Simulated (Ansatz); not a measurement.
A run for Ansatz (a first-principles code): R-wB97M-V/def2-TZVPP on ClHTe (SMILES Cl[TeH]), atoms moved off the minimum. Elements past Kr take the def2 small-core potentials; no spin–orbit coupling.

Ansatz 0.2 input:
```yaml
crystal:
  periodic: [false, false, false]
  atoms:
    - {symbol: Te, position_ang: [-0.23206421, -0.35749884, 0.40224340]}
    - {symbol: H, position_ang: [-1.29356221, -0.87868589, -0.73917429]}
    - {symbol: Cl, position_ang: [0.90316989, 0.94919457, -1.05505781]}
basis:
  gaussian:
    orbitals: def2-TZVPP
hamiltonian:
  xc: {name: wB97M-V}
scf: {lower_state_search: off}
output: {forces: true}
```

Program output:

```
WARN ansatz: RAYON_NUM_THREADS=1 ignored (pool sized by the plan → 1); use --threads N
Functional definition: wB97M-V
these checks for a lower state are left out or cut short: stability, starts, cluster_reference, orbital_swaps, neighbouring_geometries, increment
integrals: 0.05 GiB planned
780 factors; their error is unknown
integrals: 0.08 GiB planned
141 factors; integrals over basis functions are off by at most 5.4e-5 eV
mean field: 0.42 GiB planned
mean field evaluation 1: about -19830.9063 eV, gradient 1.2e1 eV
mean field evaluation 2: about -19831.1498 eV, gradient 9.0e0 eV
mean field evaluation 4: about -19831.2906 eV, gradient 2.9e-1 eV
mean field evaluation 8: about -19831.3492 eV, gradient 1.8e-2 eV
mean field evaluation 16: about -19831.3492 eV, gradient 1.4e-4 eV
mean field -19831.34917297 eV, -728.7886399355 hartree, gradient 3.8e-6 eV, S^2 0.000000; 0 other end points of the search recorded, 0 dependent functions left out
the calculation of the forces begins
reference -19831.34920853 eV, -728.7886412423 hartree; 21, 21 occupied and 85, 85 virtual orbitals, 780 factors
Total energy: -19831.34920853 eV, -728.7886412423 hartree
Atom 0 at    -0.232064    -0.357499     0.402243 Å, force    -0.539621    -0.671169     0.871578 eV/Å
Atom 1 at    -1.293562    -0.878686    -0.739174 Å, force    -0.123054    -0.076529    -0.074740 eV/Å
Atom 2 at     0.903170     0.949195    -1.055058 Å, force     0.662675     0.747697    -0.796838 eV/Å
Dipole moment:    -0.199190    -0.208608     0.181839 e Å
Checks for a lower state left out: stability, starts, cluster_reference, orbital_swaps, neighbouring_geometries, increment
```

Self-consistency was reached.

Cost: roughly 4 core-seconds.
